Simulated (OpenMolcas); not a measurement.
# Ne+: from CASSCF to CASPT2

```yaml
Program: OpenMolcas 26.06
Basis: ANO-RCC-VTZP [4s3p2d1f]
Scalar_Hamiltonian: DKH2, point nucleus
Active_space: 7 electrons in 8 orbitals (2s 2p 3s 3p)
State_averaging: 2S+1 = 2 odd, 3 roots; 2S+1 = 2 even, 1 root
Spin-orbit_coupling: state interaction with AMFI integrals over the reference wave functions, term energies averaged over their components
```

Methods on the same reference wave functions:
A. CASSCF
B. SS-CASPT2, IPEA 0.25 Eh, imaginary shift 0.1 Eh (closed shells correlated: 1s)
C. XMS-CASPT2, IPEA 0.25 Eh, imaginary shift 0.1 Eh (closed shells correlated: 1s)

Energies in cm⁻¹ above 2s² 2p⁵ ²P°_3/2, the measured ground level; measured values from NIST Handbook of Basic Atomic Spectroscopic Data.

| Level | A | B | C | Measured |
| --- | --- | --- | --- | --- |
| 2s² 2p⁵ ²P°_3/2 | 0.0 | 0.0 | 0.0 | 0.0 |
| 2s² 2p⁵ ²P°_1/2 | 768 | 768 | 768 | 780 |
| 2s 2p⁶ ²S_1/2 | 235884 | 221181 | 221642 | 217048 |

Deviations, from unrounded energies. A percentage is the sum of absolute deviations over the sum of measured energies, with the sign that they share, or ± where signs differ.

```csv
Against measurement,Levels,A,B,C
mean absolute deviation (cm-1),2,9400,2100,2300
fine structure of the ground term (%),1,-1.6,-1.6,-1.6
other configurations (%),1,+8.7,+1.9,+2.1
```

B lies closest to measurement on these levels and A furthest from it. The largest miss of B in the table is 2s 2p⁶ ²S_1/2, by +4100 cm-1. The ranking rests on the paired levels alone, and a cruder setting can come out closer through cancelling errors.

Between B and C the level of the table that moves most is 2s 2p⁶ ²S_1/2, by 460 cm-1 (lowest in B, highest in C).

The lowest spin-free term lies below A's lowest term by 0.131 hartree in B, 0.133 hartree in C.

Active for correlation alone: 3p 3s; no level in the range computed is led by a configuration that fills them, so any true level of that kind is missing. Without dynamic correlation excited terms often stand tens of per cent too high (terms of higher spin than the ground term too low), and those without a measured partner can miss by more than the paired ones (holds for A). Computed and measured levels are paired by configuration, term and J; levels that our copy of the source lacks, or whose pairing is in doubt (as where it misses far off the trend of its configuration), stay unpaired and out of the deviations. Only configurations of the active space appear.

° marks odd parity.
